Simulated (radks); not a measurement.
Results of a calculation; reference values are marked as such.
The promethium ion Pm46+, configuration [Ne] 3s2 3p3 (the NIST ground configuration).

Level of theory: scalar-relativistic Kohn-Sham, PBE, spin-polarised, spherical densities, finite nucleus; open shells are filled with parallel spins first (spin-orbit coupling, left out, can overturn this in heavy ions); Fermi nuclear charge, rms radius 4.962 fm (a radial shooting solver on a logarithmic mesh with Libxc functionals).

Energy parts (eV):
part                      energy
total                 -217876.97
kinetic                235454.29
electron-nucleus      -475529.22
Hartree                 25649.24
exchange-correlation    -3451.29

Orbitals (lengths in bohr, moments of r in powers of bohr; <r^-3> diverges for s and p1/2):
orbital  occ.  eigenvalue (eV)  <r^-3>
1s up       1        -48088.09       -
1s down     1        -48079.45       -
2s up       1        -10257.07       -
2s down     1        -10250.69       -
2p up       3        -9503.302    9825
2p down     3        -9494.224    9819
3s up       1        -4060.134       -
3s down     1        -4031.076       -
3p up       3        -3828.866    2564
3p down     0        -3799.857    2561

The highest occupied level is 3p up at -3828.9 eV. The density falls to 0.001 e/bohr^3 at r = 0.68 bohr. For comparison, the ionisation energy in NIST's Atomic Spectra Database is 3816 eV (theoretical). In exact Kohn-Sham theory the highest level is minus the ionisation energy, but local and semilocal functionals leave it too shallow, through self-interaction and a potential that decays too fast; potentials with the right tail come closer. Spin moment in Bohr magnetons: 3. The electron density at the nucleus is 5.152e+05 e/bohr^3 (large components only).
